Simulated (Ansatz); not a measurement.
Calculated with Ansatz (gas phase, PBE0-D4/def2-TZVP geometries, no zero-point term in ΔE). CBS: MP2 limit from def2 TZ/QZ plus the TZ coupled-cluster correction, frozen cores. Double bonds are as drawn, so ΔE can hold a change between cis and trans. One conformer a species, not always the lowest.

`B[SiH2]C(O)F` + `CB/C=C/O` → `B[SiH2]/C=C/O` + `CBC(O)F`  (redistribution)

| species | CCSD(T)/CBS(def2) energy (Eh) |
| --- | --- |
| `B[SiH2]C(O)F` | -530.44445 |
| `CB/C=C/O` | -218.32002 |
| `B[SiH2]/C=C/O` | -469.29642 |
| `CBC(O)F` | -279.45819 |

Question: Work out ΔE.

Answer: ΔE = (-469.29642) + (-279.45819) − (-530.44445) − (-218.32002) = 0.00986 Eh = +0.27 eV.

Largest T1 diagnostic among the species: 0.013.

From PBE to PBE0 (25 % exact exchange), in def2-TZVPP and without D4, ΔE moves by +0.07 eV. In def2-TZVPP, CCSD(T) changes the Hartree–Fock value by −0.68 eV (the triples alone add −0.11 eV) and MP2 by −0.84 eV. The D4 term adds −0.03 eV with B3LYP and −0.01 eV with PBE0; it sums over pairs of atoms, weighted by their polarisabilities, and B3LYP, whose exchange is more repulsive, gets the larger term.

B3LYP here is the variant with VWN-RPA as its local correlation; programs differ in this.
